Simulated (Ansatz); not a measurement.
Geometry optimisation, RKS PBE/def2-SVP in Ansatz 0.2.0.

input.yaml

```yaml
crystal:
  periodic: [false, false, false]
  atoms:
    - { symbol: B, position_ang: [-0.087569, 0.502362, -0.17492] }
    - { symbol: F, position_ang: [-0.04008, -0.325907, 2.210926] }
    - { symbol: F, position_ang: [1.007273, -0.158593, -0.600155] }
    - { symbol: O, position_ang: [-1.345449, 0.033658, -0.39594] }
    - { symbol: H, position_ang: [-1.323896, -0.854888, -0.790537] }
    - { symbol: O, position_ang: [0.041736, 1.758681, 0.409838] }
    - { symbol: H, position_ang: [0.985432, 1.982213, 0.496585] }
    - { symbol: H, position_ang: [-0.445846, 0.512374, 2.161103] }
basis:
  gaussian: { orbitals: def2-SVP }
hamiltonian:
  xc: pbe
relax:
  f_tol: 0.03
  max_steps: 50
output:
  orbitals: {}
```

Command:

```bash
$ ansatz run input.yaml --threads 2 --pin off --max-ram 3072MiB --backend cpu --events-out ev --progress --plain --runs-dir out
```

Task: Where does it end, and by what steps?

Result: The forces met the threshold. After 7 steps the energy has fallen by 0.080 eV; F2 moved furthest, 0.30 Å.

| step | energy less start (eV) | largest force component (eV/Å) | accepted |
| --- | --- | --- | --- |
| 0 | 0.0000 | 0.609 | yes |
| 1 | -0.0257 | 1.418 | yes |
| 2 | -0.0455 | 1.069 | yes |
| 3 | -0.0746 | 0.357 | yes |
| 4 | -0.0763 | 0.164 | yes |
| 5 | -0.0786 | 0.300 | yes |
| 6 | -0.0799 | 0.032 | yes |
| 7 | -0.0802 | 0.010 | yes |

```xyz
8
Properties=species:S:1:pos:R:3
B -0.118 0.463 -0.213
F -0.089 -0.189 2.470
F 0.991 -0.112 -0.722
O -1.361 -0.012 -0.463
H -1.338 -0.851 -0.954
O 0.001 1.607 0.557
H 0.931 1.898 0.601
H -0.226 0.646 2.041
```

Whether the end is a true minimum wasn't checked by a vibrational analysis.

The run took 4.1 s on 2 threads of AMD EPYC 9R45 96-Core Processor (Zen 5), with other jobs on the host, peak memory 0.14 GiB.
